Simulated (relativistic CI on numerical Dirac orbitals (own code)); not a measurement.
Computed by Dirac-Coulomb-Breit CI, KLI orbitals optimised for each configuration, a model potential for QED, unscaled Slater integrals (own radial code, finite nucleus).

CI space (outside the closed core [Kr] 4d10): 4f14 5s2, 4f14 5s 5p, 4f13 5s2 5p, 4f14 5s 5d, 4f14 5s 5f, 4f13 5s2 5d, 4f14 5p 5d, 4f14 5s 5g, 4f13 5s2 6s, 4f14 5p 6s, 4f14 5s 6s, 4f13 5s2 5f, 4f13 5s2 6p, 4f14 5s 6p, 4f14 5p 5g, 4f14 5p2, 4f13 5p3, 4f13 5p2 5d, 4f14 5d2, 4f13 5p 5d2, 4f13 5d3, 4f14 5f2, 4f13 5p 5f2, 4f13 5d 5f2, 4f14 5p 5f, 4f13 5p2 5f, 4f13 5p 5d 5f, 4f14 5g2, 4f13 5p 5g2, 4f13 5d 5g2. Double excitations out of closed p, d and f shells are left out; levels of such configurations are missing from the list, as are those of other unlisted configurations, and high levels can miss mixing partners. Some configurations lack a partner that the ground configuration has and come out too high, among them 4f13 5s2 6s, 4f13 5s2 6p, 4f13 5s2 5f.

At this charge transitions that keep the count of f electrons are usually good to a few per cent. Levels that differ in their count of f electrons can be misplaced by several ten thousand cm⁻¹, since the correlation energy of f electrons is missing or only estimated; rates across such gaps can be off by orders of magnitude.

Outline of the computed level scheme of Pt XVII. Lowest level of each configuration: 4f14 5s2 1S_0 at 0.000 eV; 4f14 5s 5p 3P°_0 at 34.549 eV; 4f13 5s2 5p 3D_3 at 35.037 eV; 4f14 5p2 3P_0 at 80.720 eV; 4f13 5s2 5d 3P°_2 at 120.685 eV; 4f14 5s 5d 3D_1 at 121.084 eV.

Some strong electric-dipole decays among the lowest 45 levels: 4f13 5s2 5d 1P°_1 → 4f14 5s2 1S_0 (2.4e+11 s⁻¹); 4f13 5s2 5d 3H°_5 → 4f13 5s2 5p 3G_4 (2.0e+11 s⁻¹); 4f13 5s2 5d 3P°_2 → 4f13 5s2 5p 3D_3 (1.9e+11 s⁻¹); 4f13 5s2 5d 3H°_4 → 4f13 5s2 5p 3G_3 (1.9e+11 s⁻¹); 4f13 5s2 5d 3D°_3 → 4f13 5s2 5p 3D_3 (1.5e+11 s⁻¹); 4f13 5s2 5d 3H°_6 → 4f13 5s2 5p 3G_5 (1.4e+11 s⁻¹); 4f14 5s 5d 3D_2 → 4f14 5s 5p 3P°_1 (1.3e+11 s⁻¹); 4f13 5s2 5d 3H°_5 → 4f13 5s2 5p 3G_4 (1.3e+11 s⁻¹).

LS names give the leading component of a level, which can be under half, so a name can repeat, a term be missing and a line seem to break the LS rules.
